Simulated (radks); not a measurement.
Task: Coherent X-ray form factor from a spherical all-electron density. Method: Dirac Kohn-Sham, XLYP, spin-unpolarised, spherical densities, finite nucleus; Fermi nuclear charge, rms radius of each element as measured or else 0.836 A^(1/3) + 0.57 fm; computed with a radial shooting solver on a logarithmic mesh with Libxc functionals.

sin(theta)/lambda (1/angstrom),f0 (electrons)
0.05,55.410
0.1,52.047
0.15,48.536
0.2,45.217
0.25,42.102
0.3,39.246
0.4,34.413
0.5,30.519
0.6,27.228
0.8,22.044
1,18.569
1.25,15.728
1.5,13.477
2,9.552

The species is in the configuration that NIST lists as its ground one. Which atom or ion scatters so?

Result: Neutral lanthanum, [Xe] 5d1 6s2. Extrapolating in s^2 from the first two rows gives f0(0) = 56.5, near the electron count 57; among species with that count, the fall with angle is slower the higher Z, and the table is that of Z = 57; from so few rows the species is fixed only to a neighbour or two.
